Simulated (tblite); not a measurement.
Species: C4H6NO2 (charge -1).
Numbering: `[CH2:1]=[C:2]([O-:3])[NH:4][C:5]([CH3:6])=[O:7]` (hydrogens: H8, H9 on C1; H10 on N4; H11, H12, H13 on C6)
Bond orders are those of one Lewis drawing.

Computed with GFN2-xTB (tblite), gas phase: Langevin dynamics at 600 K from the optimised GFN2-xTB geometry, time step 0.5 fs, friction 0.01 fs⁻¹, 2000 steps.

Start geometry:
```
atom  x, y, z in Å
C1      2.357   -0.135    0.412
C2      1.570   -0.350   -0.658
O3      1.831   -0.706   -1.832
N4      0.102   -0.144   -0.483
C5     -0.702    0.220    0.514
C6     -2.186    0.257    0.089
O7     -0.392    0.509    1.662
H8      3.422   -0.272    0.330
H9      1.955    0.172    1.357
H10    -0.339   -0.347   -1.373
H11    -2.796    0.561    0.936
H12    -2.324    0.966   -0.726
H13    -2.503   -0.729   -0.246
```

The statistics below take the 31 frames saved every 25 fs from 250 to 1000 fs; their kinetic temperature (all 3N coordinates) averages 654 K.

Question: How do the bond lengths spread?

Answer: 
| bond | start (Å) | mean (Å) | standard deviation (Å) | shortest (Å) | longest (Å) |
| --- | --- | --- | --- | --- | --- |
| C1=C2 | 1.346 | 1.348 | 0.035 | 1.269 | 1.428 |
| C2–O3 | 1.254 | 1.250 | 0.025 | 1.204 | 1.298 |
| C2–N4 | 1.493 | 1.541 | 0.071 | 1.391 | 1.671 |
| N4–C5 | 1.332 | 1.340 | 0.034 | 1.282 | 1.464 |
| C5–C6 | 1.544 | 1.557 | 0.051 | 1.467 | 1.660 |
| C5=O7 | 1.223 | 1.231 | 0.035 | 1.168 | 1.311 |
| C1–H8 | 1.078 | 1.089 | 0.048 | 1.011 | 1.201 |
| C1–H9 | 1.072 | 1.083 | 0.035 | 1.014 | 1.142 |
| N4–H10 | 1.013 | 1.019 | 0.029 | 0.970 | 1.071 |
| C6–H11 | 1.087 | 1.101 | 0.049 | 1.011 | 1.188 |
| C6–H12 | 1.089 | 1.105 | 0.037 | 1.044 | 1.187 |
| C6–H13 | 1.089 | 1.093 | 0.040 | 1.003 | 1.167 |

Question: Give the same statistics for bond angles, one of each kind among heavy atoms.

Answer: 
| angle | start (°) | mean (°) | standard deviation (°) | smallest (°) | largest (°) |
| --- | --- | --- | --- | --- | --- |
| C1–C2–O3 | 132.0 | 132.6 | 4.4 | 123.7 | 142.2 |
| C1–C2–N4 | 117.3 | 115.7 | 3.9 | 107.0 | 122.8 |
| O3–C2–N4 | 110.7 | 110.5 | 2.9 | 104.6 | 115.6 |
| C2–N4–C5 | 136.0 | 133.0 | 6.9 | 117.5 | 147.5 |
| N4–C5–C6 | 112.4 | 113.7 | 5.2 | 105.8 | 126.6 |
| N4–C5–O7 | 127.9 | 126.6 | 4.9 | 114.1 | 135.6 |
| C6–C5–O7 | 119.7 | 118.7 | 5.1 | 111.3 | 132.2 |

Question: How far does each atom move about its mean position (frames aligned on the start, all atoms weighted alike), and what rms force does it feel?

Answer: 
```
atom  rms displacement (Å)  rms force (eV/Å)
  C1                  0.19              2.67
  C2                  0.17              2.64
  O3                  0.50              1.72
  N4                  0.30              2.46
  C5                  0.17              3.08
  C6                  0.11              2.72
  O7                  0.32              2.45
  H8                  0.32              1.57
  H9                  0.50              1.32
 H10                  0.40              1.12
 H11                  0.41              1.59
 H12                  0.43              1.18
 H13                  0.46              1.39
```

The displacements run from 0.11 to 0.50 Å.

Question: Follow the torsions C1–C2–N4–C5 and C2–N4–C5–C6 through every second one of these frames.

Answer: 
```tsv
t (fs)	C1–C2–N4–C5 (°)	C2–N4–C5–C6 (°)
250	-25	-179
300	-33	-170
350	-24	-167
400	-13	178
450	41	142
500	46	140
550	9	168
600	-46	-149
650	-67	-145
700	-100	-139
750	-112	-131
800	-87	-157
850	-39	177
900	-25	161
950	-19	161
1000	-16	164
```

Largest departure from the start value over all these frames: C1–C2–N4–C5 112° (start 0°), C2–N4–C5–C6 49° (start 180°).

Question: How widely does the potential energy scatter, against a harmonic estimate?

Answer: Mean 0.87 eV above the start, standard deviation 0.159 eV, range 0.62 to 1.20 eV. For 33 classical harmonic modes at 600 K the canonical values are 33kT/2 = 0.85 eV and kT·√(33/2) = 0.210 eV.

The run is classical and short, so these are rough statistics of one trajectory.

The cost below is that of the whole dynamics run. Time: 29 s wall; peak memory 0.18 GiB. Hardware: one thread of an AMD EPYC, no GPU, on a shared host.
